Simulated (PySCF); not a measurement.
## Working out the ionisation energy of Sn

Sn [Kr] 4d10 5s2 5p2 (3P) → Sn⁺ [Kr] 4d10 5s2 5p1 (2P). Computed with PySCF 2.14 in def2-SVP with the def2 core potential (28 electrons), with scalar relativity through the core potential. Frozen: 4s2 4p6 4d10. Energies in hartree (1 hartree = 27.21139 eV):

```tsv
part	Sn (lower)	Sn⁺ (upper)
UHF	-213.336133	-213.084290
CCSD correlation	-0.048135	-0.039841
(T)	-0.000589	-0.000369
```

What does Hartree-Fock give?

(-213.084290) − (-213.336133) = 0.251843 hartree = 6.853 eV.

What do CCSD and CCSD(T) give?

The CCSD correlation energies differ by 0.008294 hartree = 0.226 eV and the triples by 0.000220 hartree = 0.006 eV, so CCSD gives 7.079 eV and CCSD(T) 7.085 eV.

Measured between the centres of the two terms (NIST): 7.389 eV, so CCSD(T) (valence) is off by -0.304 eV.

A double-zeta basis recovers only part of the correlation energy.

What remains against the reference includes basis incompleteness, the frozen core and higher excitations.
